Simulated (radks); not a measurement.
The krypton ion Kr+, 35 electrons, occupied as [Ar] 3d10 4s2 4p4 6p1 (not the ground configuration). Calculated with a radial shooting solver on a logarithmic mesh with Libxc functionals: scalar-relativistic Kohn-Sham, LDA (Slater exchange, Perdew-Wang correlation), spin-unpolarised, spherical densities, point nucleus.

Normalised radial functions P(r) = r R(r), r in bohr:

r,6p
0.002242,0.0002
0.002631,0.0003
0.003087,0.0004
0.003623,0.0005
0.004251,0.0007
0.004949,0.0009
0.005808,0.0013
0.006815,0.0017
0.007998,0.0022
0.009386,0.0030
0.01093,0.0039
0.01282,0.0051
0.01505,0.0067
0.01766,0.0088
0.02056,0.0112
0.02412,0.0144
0.02831,0.0182
0.03322,0.0228
0.03899,0.0281
0.04539,0.0336
0.05326,0.0397
0.0625,0.0457
0.07335,0.0507
0.08607,0.0538
0.1002,0.0538
0.1176,0.0496
0.138,0.0398
0.1619,0.0240
0.19,0.0024
0.2212,-0.0219
0.2596,-0.0483
0.3047,-0.0709
0.3575,-0.0845
0.4195,-0.0842
0.4884,-0.0684
0.5732,-0.0357
0.6726,0.0100
0.7893,0.0615
0.9263,0.1092
1.078,0.1411
1.265,0.1512
1.485,0.1304
1.743,0.0772
2.045,-0.0027
2.381,-0.0911
2.794,-0.1777
3.279,-0.2346
3.848,-0.2405
4.479,-0.1879
5.256,-0.0753
6.168,0.0756
7.239,0.2345
8.495,0.3565
9.889,0.3968
11.6,0.3467
13.62,0.2360
15.98,0.1238
18.75,0.0494
21.83,0.0158
25.62,0.0035
30.07,0.0006

6p: eigenvalue -3.255 eV, 4 radial nodes at r = 0.193, 0.651, 2.04, 5.71 bohr, <r> = 9.78 bohr, 90 % of the charge inside 13.6 bohr.
